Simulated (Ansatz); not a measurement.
The pair A = H2O (SMILES O) (first 3 atoms), B = CH4S (SMILES CS); geometry from B3LYP-D3(BJ)/def2-TZVP.
(charge 0, multiplicity 1):
```csv
atom,x (Å),y (Å),z (Å)
O,0.2608,-0.0870,0.2851
H,0.8310,-0.7092,-0.1793
H,-0.6184,-0.2140,-0.0875
C,0.8238,0.8283,4.3296
S,0.2309,-0.7983,3.7575
H,0.1350,1.6205,4.0434
H,0.8709,0.7781,5.4161
H,1.8184,1.0420,3.9437
H,0.2472,-0.5190,2.4403
```

Correlated levels freeze the cores. MP2 and its Hartree–Fock in aug-cc-pV(Q+d)Z, aug-cc-pV(T+d)Z are density fitted.

Codes used: Ansatz (Gaussian orbitals). Values without a source in brackets are computed.

The counterpoise-corrected interaction energy is E(AB) − E(A in the pair's basis) − E(B in the pair's basis). Total energies (hartree):

| level | AB | A in the pair's basis | B in the pair's basis |
|---|---|---|---|
| HF/aug-cc-pV(T+d)Z | -513.8207335 | -76.0602489 | -437.7595387 |
| MP2/aug-cc-pV(T+d)Z | -514.4632692 | -76.3292485 | -438.1304431 |
| HF/aug-cc-pV(Q+d)Z | -513.8316973 | -76.0655560 | -437.7651846 |
| MP2/aug-cc-pV(Q+d)Z | -514.5144836 | -76.3519299 | -438.1587916 |
| MP2/aug-cc-pV(D+d)Z | -514.3034352 | -76.2616157 | -438.0385580 |
| CCSD(T)/aug-cc-pV(D+d)Z | -514.3634337 | -76.2746854 | -438.0857897 |

Problem. Work out the counterpoise-corrected interaction energy at the basis-set limit: extrapolate the MP2 correlation part as X⁻³, take Hartree–Fock from the larger set, and add the CCSD(T) − MP2 difference of aug-cc-pV(D+d)Z.

Solution. 
1. Differences (1 hartree = 627.509 kcal/mol): HF/aug-cc-pV(T+d)Z -0.594; MP2/aug-cc-pV(T+d)Z -2.245; HF/aug-cc-pV(Q+d)Z -0.600; MP2/aug-cc-pV(Q+d)Z -2.361; MP2/aug-cc-pV(D+d)Z -2.047; CCSD(T)/aug-cc-pV(D+d)Z -1.857.
2. Correlation parts, MP2 less HF: -1.651 in aug-cc-pV(T+d)Z (X = 3), -1.761 in aug-cc-pV(Q+d)Z (X = 4).
3. Limit (4³·(-1.761) − 3³·(-1.651))/(4³ − 3³) = -1.840; with HF/aug-cc-pV(Q+d)Z it gives -2.440.
4. CCSD(T) less MP2 in aug-cc-pV(D+d)Z: 0.190.
Result: -2.25 kcal/mol, against -2.24 at MP2/aug-cc-pV(T+d)Z. It is an estimate of this method's limit, not of the exact value.

Ansatz is a program for electronic structure.
